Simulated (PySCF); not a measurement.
Input file for PySCF: D3(BJ) and D4 dispersion corrections on C7H10S (SMILES CCCc1ccsc1).

```python
from pyscf import gto
from pyscf.dispersion import dftd3, dftd4

mol = gto.M(
    atom='''
    C     1.93838599    0.63048511    0.79236712
    C     1.65278801   -0.46879106   -0.22545687
    C     0.48802776   -0.13297928   -1.17058145
    C    -0.82540925    0.02698208   -0.46071040
    C    -1.52279639   -1.04706700    0.17311596
    C    -2.67696922   -0.65396971    0.78320220
    S    -2.94199200    1.03432066    0.60050622
    C    -1.48880263    1.21183193   -0.30306989
    H     2.18918135    1.56996331    0.29301224
    H     1.06975338    0.81546388    1.42609819
    H     2.77622821    0.36221027    1.43809811
    H     1.43131776   -1.40394218    0.29701737
    H     2.54591839   -0.65634083   -0.82816213
    H     0.39942934   -0.92464588   -1.92041624
    H     0.71942529    0.78706626   -1.71343262
    H    -1.17487807   -2.07083627    0.16720677
    H    -3.38596528   -1.26128150    1.32130806
    H    -1.19364267    2.18153020   -0.67010265
    ''',
    basis='def2-svp',
    charge=0, spin=0, verbose=0, max_memory=1800)
d3, d4 = {}, {}
for xc in ['hf', 'pbe', 'blyp', 'revpbe', 'tpss', 'r2scan', 'b3lyp', 'pbe0', 'bhlyp', 'camb3lyp', 'b2plyp']:
    d3[xc] = float(dftd3.DFTD3Dispersion(mol, xc=xc, version='d3bj', atm=False).get_dispersion()['energy'])
    print(f'D3(BJ) {xc:10s} {d3[xc]:14.8f} Eh')
for xc in ['hf', 'pbe', 'blyp', 'revpbe', 'tpss', 'r2scan', 'b3lyp', 'pbe0', 'bhlyp', 'camb3lyp', 'b2plyp']:
    d4[xc] = float(dftd4.DFTD4Dispersion(mol, xc={'camb3lyp': 'cam-b3lyp'}.get(xc, xc), atm=True).get_dispersion()['energy'])
    print(f'D4     {xc:10s} {d4[xc]:14.8f} Eh')
```

Program output:

```
D3(BJ) hf            -0.13513615 Eh
D3(BJ) pbe           -0.01870877 Eh
D3(BJ) blyp          -0.03898948 Eh
D3(BJ) revpbe        -0.04635236 Eh
D3(BJ) tpss          -0.02357925 Eh
D3(BJ) r2scan        -0.00566311 Eh
D3(BJ) b3lyp         -0.03188868 Eh
D3(BJ) pbe0          -0.01634878 Eh
D3(BJ) bhlyp         -0.02475593 Eh
D3(BJ) camb3lyp      -0.01488148 Eh
D3(BJ) b2plyp        -0.01482021 Eh
D4     hf            -0.06526352 Eh
D4     pbe           -0.01853737 Eh
D4     blyp          -0.04046471 Eh
D4     revpbe        -0.05832942 Eh
D4     tpss          -0.02498179 Eh
D4     r2scan        -0.00501832 Eh
D4     b3lyp         -0.02943418 Eh
D4     pbe0          -0.01578576 Eh
D4     bhlyp         -0.02136817 Eh
D4     camb3lyp      -0.01595206 Eh
D4     b2plyp        -0.01304815 Eh
```

The run finished.

Cost: roughly 0.06 core-seconds.
